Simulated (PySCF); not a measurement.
Single point on HfH⁺

State: ³Δ (triplet), unpaired electrons σ ↑, δ ↑.

An equivalent input (the run itself took its basis sets from the Basis Set Exchange, started from a PBE0 density and held the occupation σ 4α 3β, πx 1α 1β, πy 1α 1β, δx 1α 0β):

```python
from pyscf import gto, scf, cc
mol = gto.M(atom='Hf 0 0 0; H 0 0 1.793', basis={'Hf': 'def2-TZVPPD', 'H': 'def2-TZVPPD'}, ecp={'Hf': 'def2-TZVPPD'},
            charge=1, spin=2, verbose=4, symmetry='C2v')
mf = scf.UHF(mol)
mf.irrep_nelec = {'A1': (5, 3), 'B1': (1, 1), 'B2': (1, 1)}
mf.conv_tol = 1e-9
mf.max_cycle = 60
mf.diis_space = 10
mf.kernel()
mycc = cc.CCSD(mf, frozen=[[71, 72, 73, 74, 75], [71, 72, 73, 74, 75]])
mycc.run(conv_tol=1e-7, conv_tol_normt=1e-5, max_cycle=80, diis_space=8)
et = mycc.ccsd_t()
```

The SCF ended at -47.73329728 hartree. The coupled-cluster part of the log:

```
******** <class 'pyscf.cc.uccsd.UCCSD'> ********
CC2 = 0
CCSD nocc = (7, 5), nmo = (71, 71)
frozen orbitals [[71, 72, 73, 74, 75], [71, 72, 73, 74, 75]]
max_cycle = 80
direct = 0
conv_tol = 1e-07
conv_tol_normt = 1e-05
diis_space = 8
diis_start_cycle = 0
diis_start_energy_diff = 1e+09
Init t2, MP2 energy = -0.230078320530817
Init E_corr(UCCSD) = -0.230078320538513
cycle = 1  E_corr(UCCSD) = -0.238443460435705  dE = -0.0083651399  norm(t1,t2) = 0.0570419
cycle = 2  E_corr(UCCSD) = -0.242921634080006  dE = -0.00447817364  norm(t1,t2) = 0.0203303
cycle = 3  E_corr(UCCSD) = -0.243891737672422  dE = -0.000970103592  norm(t1,t2) = 0.012985
cycle = 4  E_corr(UCCSD) = -0.244895429842718  dE = -0.00100369217  norm(t1,t2) = 0.00635532
cycle = 5  E_corr(UCCSD) = -0.244740870089793  dE = 0.000154559753  norm(t1,t2) = 0.00222131
cycle = 6  E_corr(UCCSD) = -0.244733758916863  dE = 7.11117293e-06  norm(t1,t2) = 0.000705666
cycle = 7  E_corr(UCCSD) = -0.244755532890664  dE = -2.17739738e-05  norm(t1,t2) = 0.000339368
cycle = 8  E_corr(UCCSD) = -0.24475561817814  dE = -8.52874763e-08  norm(t1,t2) = 0.000128399
cycle = 9  E_corr(UCCSD) = -0.244753566817779  dE = 2.05136036e-06  norm(t1,t2) = 4.47868e-05
cycle = 10  E_corr(UCCSD) = -0.244753626467544  dE = -5.96497652e-08  norm(t1,t2) = 1.85346e-05
cycle = 11  E_corr(UCCSD) = -0.244753753065313  dE = -1.26597769e-07  norm(t1,t2) = 1.0158e-05
cycle = 12  E_corr(UCCSD) = -0.244753692569306  dE = 6.04960075e-08  norm(t1,t2) = 3.17408e-06
UCCSD converged
E(UCCSD) = -47.97805097436734  E_corr = -0.2447536925693058
UCCSD(T) correction = -0.00617009250671822
```

T1 diagnostic 0.016, D1 0.064, 12 electrons correlated, 5 of the virtual orbitals (those above 20 hartree) left out.

Repeating this along the bond gives Re = 1.798 Å and ωe = 1827 cm⁻¹.

A point of this curve took 12 CPU seconds beside 0.15 for the integrals, on Intel Xeon 6975P-C (shared host).

Correlated steps freeze no core orbitals. Spin–orbit coupling is left out. The state is the lowest single determinant that the PBE0 search found; with open d or f shells the true ground state can be another one.
